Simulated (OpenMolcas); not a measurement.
# I II: effect of the active space

| Item | Value |
| --- | --- |
| Program | OpenMolcas 26.06 |
| Method | CASSCF or its RAS form |
| Basis | ANO-R3 |
| Scalar Hamiltonian | X2C, finite nucleus |
| Spin-orbit coupling | RASSI with atomic mean-field integrals over the reference wave functions, term energies averaged over their components |

A. 4 electrons in 3 orbitals (5p); 2S+1 = 3 even, 3 roots; 2S+1 = 1 even, 6 roots; cost roughly 9 core-seconds
B. 6 electrons in 4 orbitals (5s 5p); 2S+1 = 3 even, 3 roots; 2S+1 = 1 even, 6 roots; 2S+1 = 3 odd, 3 roots; 2S+1 = 1 odd, 3 roots; cost roughly 60 core-seconds
C. 6 electrons in 8 orbitals (5s 5p 6s 6p); 2S+1 = 3 even, 3 roots; 2S+1 = 1 even, 6 roots; 2S+1 = 3 odd, 1 root; cost of the order of 40 core-seconds
D. 4 electrons in 9 orbitals (RAS2 5p; RAS3 5d 6s, at most 1 electron); 2S+1 = 3 even, 3 roots; 2S+1 = 1 even, 6 roots; 2S+1 = 5 odd, 6 roots; 2S+1 = 3 odd, 54 roots; 2S+1 = 1 odd, 33 roots; cost of the order of 80 core-seconds

Energies in cm-1 above 5s2 5p4 3P2, the measured ground level; measured values from NIST Handbook of Basic Atomic Spectroscopic Data.

```tsv
Level	A	B	C	D	Measured
5s2 5p4 3P2	0.0	0.0	0.0	0.0	0.0
5s2 5p4 3P1	6235	6236	6138	6235	7087
5s2 5p4 3P0	6577	6015	5810	6577	6448
5s2 5p4 1D2	15505	15506	15332	15505	13727
5s2 5p4 1S0	33169	27868	27362	33169	29501
```

Deviations, from unrounded energies. A percentage is the sum of absolute deviations over the sum of measured energies, with the sign that they share, or ± where signs differ.

| Against measurement | Levels | A | B | C | D |
| --- | --- | --- | --- | --- | --- |
| mean absolute deviation (cm-1) | 4 | 1600 | 1200 | 1300 | 1600 |
| fine structure of the ground term (%) | 2 | ±7.2 | -9.5 | -11.7 | ±7.2 |
| other terms of the ground configuration (%) | 2 | +12.6 | ±7.9 | ±8.7 | +12.6 |

B lies closest to measurement on these levels and A furthest from it. The largest miss of B in the table is 5s2 5p4 1D2, by +1800 cm-1. The ranking rests on the paired levels alone, and a cruder setting can come out closer through cancelling errors.

Among A to D the level of the table that moves most is 5s2 5p4 1S0, by 5800 cm-1 (lowest in C, highest in A).

With the s shell closed, the reference lacks s² → p² mixing (holds for A; D). The run also gave levels led by 5s2 5p3 6s, which use shells meant for correlation; these and all levels above them are left out (holds for C). Computed and measured levels are paired by configuration, term and J; levels that our copy of the source lacks, or whose pairing is in doubt (as where it misses far off the trend of its configuration), stay unpaired and out of the deviations. Levels of configurations outside the active space are missing. The table leaves out levels that lie high or whose names do not pair safely across all columns.
